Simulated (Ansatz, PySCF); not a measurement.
Dimer: SiH4 (SMILES [SiH4]) (first 5 atoms) with C2H6O (SMILES CCO); geometry from B3LYP-D3(BJ)/def2-TZVP, rigid monomers moved along the line of their centres of mass till Si1···O8 is 2.77 Å.
(charge 0, multiplicity 1):
```xyz
14

Si    -0.0535    -0.0674    -0.0831
H     -1.2349     0.1941     0.7671
H     -0.3987     0.3154    -1.4767
H      0.3081    -1.4990    -0.0665
H      1.0879     0.7688     0.3487
C      0.0879     1.2901     3.5843
C     -0.2841    -0.1761     3.4550
O      0.5255    -0.8701     2.5064
H     -0.5752     1.7938     4.2913
H      0.0134     1.7933     2.6197
H      1.1117     1.4037     3.9517
H     -0.2330    -0.6731     4.4312
H     -1.3053    -0.2804     3.0872
H      1.4507    -0.7637     2.7536
```

Interaction energies are E(AB) − E(A) − E(B) at the monomers' geometry in the complex; basis-set methods are counterpoise corrected. Rows marked so take none.

Correlated levels freeze the cores. Rows in 6-311+G**, 6-31G* carry no dispersion term and start afresh at each structure (6-31G* with six Cartesian d functions). MP2/6-31G* freezes PySCF's default core.

Programs: Ansatz (a quantum-chemistry and plane-wave program); PySCF for 6-311+G** rows, 6-31G* rows, the dispersion terms. 

| level | interaction energy (kcal/mol) |
|---|---|
| HF/6-31G* (no counterpoise) | 0.87 |
| PBE-D3(BJ)/def2-TZVPPD | -1.83 |
| BP86/6-31G* (no counterpoise) | -0.61 |
| r2SCAN-D3(BJ)/def2-TZVPPD | -1.91 |
| B3LYP/6-31G* | 1.67 |
| B3LYP/6-311+G** (no counterpoise) | 1.11 |
| PBE0-D3(BJ)/def2-TZVPPD | -1.94 |
| MP2/6-31G* | 1.04 |
| SCS-MP2/aug-cc-pV(D+d)Z | ___ |

**Question.** What belongs in the gaps?

**Answer.** 
- SCS-MP2/aug-cc-pV(D+d)Z, interaction energy (kcal/mol): 0.00
